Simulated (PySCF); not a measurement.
BFBr₂, SMILES FB(Br)Br. Heavy atoms are numbered as in [B:1]([F:2])([Br:3])[Br:4].

Geometry: B3LYP-D3(BJ)/def2-SVP.

Method: PySCF with PBE/pcSseg-1.

GIAO shieldings, no solvent; atoms alike by connectivity are averaged. δ = σ(ref) − σ: ¹¹B against BF3 (σ = 83.9 ppm); ¹⁹F against CFCl3 (σ = 133.6 ppm), references at their B3LYP-D3(BJ)/def2-TZVP geometries, non-relativistic (without spin–orbit terms, shifts of atoms bonded to Cl or Br come out too high).

Computed chemical shifts:
```tsv
nucleus	atoms	count	δ (ppm)
¹¹B	B1	1	32.9
¹⁹F	F2	1	6.9
```
